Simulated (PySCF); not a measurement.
**SrLi: from constants to spectrum**

ROHF-CCSD(T) constants of SrLi, ²Σ⁺ (doublet), unpaired electrons σ ↑ (Sr def2-TZVP with ECP28, Li def2-TZVP; scalar-relativistic core potentials (PySCF 2.14); masses 87.9056 and 7.0160 u):

```
ωe            : 141.8 cm⁻¹
ωexe          : 4.35 cm⁻¹
Be            : 0.1874 cm⁻¹
αe            : 0.00521 cm⁻¹
De to Sr + Li : 0.170 eV
```

(1) What force constant and bond length do these constants imply?

(2) Estimate the centrifugal constant D from the Kratzer relation and find the Dunham coefficient a1.

Correlated steps freeze no core orbitals. The bond is weak. Basis-set superposition, not corrected here, can be much of De in a small basis, most of all at correlated wavefunction levels. Spin–orbit coupling is left out. The state is the lowest determinant that a PBE0 search found; another state may lie lower at other levels.

Results:

(1) Reduced mass μred = 6.4974 u; k = 5.8918×10⁻⁷·μred·ωe² (u, cm⁻¹, mdyn/Å) = 0.0770 mdyn/Å; Re = √(16.8576/(μred·Be)) (u, cm⁻¹, Å) = 3.721 Å.

(2) D = 4Be³/ωe² = 1.31e-06 cm⁻¹; a1 = −1 − αeωe/(6Be²) = -4.51.
